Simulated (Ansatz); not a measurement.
Species: H₄S₄Si, SMILES `S[Si](S)(S)S` (charge 0, multiplicity 1).

Question: Give a relaxed geometry from PBE0-D4/def2-SVP (Ansatz, an electronic-structure program).

Answer: Several could match; the one computed here: the end point of this relaxation, one of several conformers (outside a Z-matrix the atoms follow the SMILES, hydrogens last).
Cartesian coordinates (Å) in one orientation:
```xyz
9

S      2.090    -1.004    -0.387
Si     0.179    -0.080    -0.174
S      0.190     1.795    -1.203
S     -1.109    -1.568    -1.014
S     -0.342     0.417     1.845
H      2.660    -0.228     0.562
H     -0.918     2.257    -0.579
H     -2.120    -0.700    -1.239
H     -0.654    -0.855     2.179
```
